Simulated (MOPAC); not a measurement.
Input for MOPAC: PM3 on BCl2H (SMILES ClBCl), a point of a bond scan (R = 3.190 Å).

```
PM3 1SCF PRECISE CHARGE=0 THREADS=1
BCl2H

B     -0.49962006 1    -0.31561335 1    -0.37757090 1
H     -2.77259581 1    -1.75146741 1    -2.09529513 1
Cl    -0.35825051 1     1.42024989 1    -0.41873399 1
Cl     0.58410718 1    -1.27757472 1     0.58941750 1
```

The log:

```
*******************************************************************************
 **                                                                           **
 **                              MOPAC v23.2.5                                **
 **                                                                           **
 *******************************************************************************
 ** MOPAC's Digital Object Identifier: https://doi.org/10.5281/zenodo.6511958 **
 **                                                                           **
 ** Please cite the open-source release paper for use of this MOPAC version:  **
 ** J. E. Moussa and J. J. P. Stewart (2026)                                  **
 ** MOPAC: An open-source semiempirical molecular orbital program             **
 ** J. Open Source Softw., 11(119), 8025, https://doi.org/10.21105/joss.08025 **
 *******************************************************************************

                              PM3 CALCULATION RESULTS

 *******************************************************************************
 *  PM3        - The PM3 Hamiltonian to be used
 *
 *
 *
 *                 CHARGE ON SYSTEM = 0
 *
 *
 *
 *  PRECISE    - TIGHTER CRITERIA TO BE USED
 *  1SCF       - DO 1 SCF AND THEN STOP
 *  THREADS=1  - MULTI-THREADING NOT USED
 *  T=         - A TIME OF 172800.0 SECONDS REQUESTED
 *  DUMP=N     - RESTART FILE WRITTEN EVERY 7200.0 SECONDS REQUESTED
 *******************************************************************************
PM3 1SCF PRECISE CHARGE=0 THREADS=1
 BCl2H

   ATOM   CHEMICAL          X               Y               Z
  NUMBER   SYMBOL      (ANGSTROMS)     (ANGSTROMS)     (ANGSTROMS)

     1       B         -0.49962006  *  -0.31561335  *  -0.37757090  *
     2       H         -2.77259581  *  -1.75146741  *  -2.09529513  *
     3      Cl         -0.35825051  *   1.42024989  *  -0.41873399  *
     4      Cl          0.58410718  *  -1.27757472  *   0.58941750  *



          CARTESIAN COORDINATES

    NO.       ATOM           X           Y           Z

     1         B         -0.4996     -0.3156     -0.3776
     2         H         -2.7726     -1.7515     -2.0953
     3        Cl         -0.3583      1.4202     -0.4187
     4        Cl          0.5841     -1.2776      0.5894

  H: (PM3): J. J. P. STEWART, J. COMP. CHEM. 10, 209 (1989).
  B: (PM3): J. J. P. STEWART, J. MOL. MOD., 10, 155-164 (2004)
 Cl: (PM3): J. J. P. STEWART, J. COMP. CHEM. 10, 209 (1989).

           Empirical Formula: H B Cl2  =     4 atoms



      MOLECULAR POINT GROUP   :   C2v


      RHF CALCULATION, NO. OF DOUBLY OCCUPIED LEVELS = 9



 ALL CONVERGERS ARE NOW FORCED ON
 SHIFT=10, PULAY ON, CAMP-KING ON
 AND ITERATION COUNTER RESET



 -------------------------------------------------------------------------------
 PM3 1SCF PRECISE CHARGE=0 THREADS=1
 BCl2H



     1SCF WAS SPECIFIED, SO BFGS WAS NOT USED
     SCF FIELD WAS ACHIEVED


                              PM3 CALCULATION
                                                       MOPAC v23.2.5 Linux




          FINAL HEAT OF FORMATION =        117.00268 KCAL/MOL =     489.53920 KJ/MOL


          COSMO AREA              =        113.13 SQUARE ANGSTROMS
          COSMO VOLUME            =         91.82 CUBIC ANGSTROMS

          IONIZATION POTENTIAL    =          8.418682 EV
          HOMO LUMO ENERGIES (EV) =         -8.419 -3.632
          NO. OF FILLED LEVELS    =          9
          MOLECULAR WEIGHT        =         82.7239         POINT GROUP:  C2v

          MOLECULAR DIMENSIONS (Angstroms)

            Atom       Atom       Distance
           Cl     4    H     2     4.32432
           Cl     3    H     2     2.83820
            B     1   Cl     3     0.00000


          SCF CALCULATIONS        =          1





   ATOM   CHEMICAL          X               Y               Z
  NUMBER   SYMBOL      (ANGSTROMS)     (ANGSTROMS)     (ANGSTROMS)

     1       B         -0.49962006  *  -0.31561335  *  -0.37757090  *
     2       H         -2.77259581  *  -1.75146741  *  -2.09529513  *
     3      Cl         -0.35825051  *   1.42024989  *  -0.41873399  *
     4      Cl          0.58410718  *  -1.27757472  *   0.58941750  *

                             CARTESIAN COORDINATES

   1    B       -0.499620060    -0.315613350    -0.377570900
   2    H       -2.772595810    -1.751467410    -2.095295130
   3   Cl       -0.358250510     1.420249890    -0.418733990
   4   Cl        0.584107180    -1.277574720     0.589417500


           Empirical Formula: H B Cl2  =     4 atoms



      MOLECULAR POINT GROUP   :   C2v


                  EIGENVALUES
 -56.44214 -55.42327 -19.22551 -13.17971 -12.61250 -12.38409 -10.86233 -10.76975
  -8.41868  -3.63222   1.06925   2.61496   3.25786


              NET ATOMIC CHARGES AND DIPOLE CONTRIBUTIONS

  ATOM NO.   TYPE          CHARGE      No. of ELECS.   s-Pop       p-Pop
    1          B          -0.084710        3.0847     1.52731     1.55740
    2          H           0.109437        0.8906     0.89056
    3         Cl          -0.012367        7.0124     1.95666     5.05571
    4         Cl          -0.012360        7.0124     1.95666     5.05570
 DIPOLE           X         Y         Z       TOTAL
 POINT-CHG.    -1.268    -0.801    -0.958     1.779
 HYBRID         0.661     0.418     0.500     0.928
 SUM           -0.606    -0.383    -0.458     0.851


          ATOMIC ORBITAL ELECTRON POPULATIONS

     Atom    s        px        py        pz
    1  B   1.52731   0.51361   0.60287   0.44093
    2  H   0.89056
    3 Cl   1.95666   1.86043   1.32928   1.86600
    4 Cl   1.95666   1.60973   1.78267   1.66331

 **********************
 *                    *
 * JOB ENDED NORMALLY *
 *                    *
 **********************




 == MOPAC DONE ==
```

The run finished.

Cost: about 0.10 core-seconds (a rough figure).
